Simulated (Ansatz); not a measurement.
Molecule: Al$_{2}$H$_{4}$, net charge 0, singlet state. 
Coordinates optimised at B3LYP-D3(BJ)/def2-TZVP (Ansatz, a quantum-chemistry and plane-wave program):
SMILES: [AlH2][AlH2]
```xyz
6

Al    -0.0012    -0.0150     1.2942
Al     0.0012     0.0150    -1.2942
H      1.3472    -0.0315     2.1375
H     -1.3512    -0.0180     2.1352
H      0.0088     1.3738    -2.1207
H     -0.0047    -1.3244    -2.1520
```
Charge 0, spin multiplicity 1.

Quantity: vertical ionisation energy (to the doublet state of charge +1; each state is the SCF solution reached for its spin; the molecule has degenerate orbitals, so one determinant may break the symmetry), in eV. Valence correlation only, unless marked. UHF or UKS for open shells. Spin-orbit coupling is left out. No relativistic terms. Basis-set limits of correlation are two-point, X^-3; Hartree-Fock from the larger set. [CCSD(T)-MP2]/basis is that difference in the basis named.

RI-MP2/CBS(aug-cc-pV(T+d)Z,aug-cc-pV(Q+d)Z)+[CCSD(T)-MP2]/aug-cc-pV(T+d)Z (Ansatz) gives 9.20 eV.

Question: Another calculation gave 8.79 eV. Which level was it?
A) PBE/def2-TZVPD (Ansatz)
B) B2PLYP/def2-TZVPD (Ansatz)
C) wB97X-V/def2-TZVPD (Ansatz)

Answer: A, PBE/def2-TZVPD (Ansatz). The others give 8.97 (B2PLYP), 9.09 (wB97X-V) eV.
